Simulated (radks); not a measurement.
Task: These are the eigenvalues of the occupied orbitals of an atom or ion with whole-number occupations (eV). Method: scalar-relativistic Kohn-Sham, PBE, spin-unpolarised, spherical densities, point nucleus; computed with a radial shooting solver on a logarithmic mesh with Libxc functionals.

| orbital | eigenvalue |
|---|---|
| 1s | -6101.637 |
| 2s | -883.0719 |
| 2p | -777.5655 |
| 3s | -256.9806 |
| 3p | -226.3123 |

Which element is it, and in what charge state? The configuration may be excited.

Result: Z = 24, chromium, charge +9: Cr9+ in [Ne] 3s2 3p3. The list shows which subshells hold electrons but not how many an open one holds; the 1s level, -224.23 hartree, gives Z - s = 21.2 by -(Z - s)^2/2, which with screening and relativity narrows Z to a few neighbours, and the depths of the outer levels then fix element, charge and occupations together.
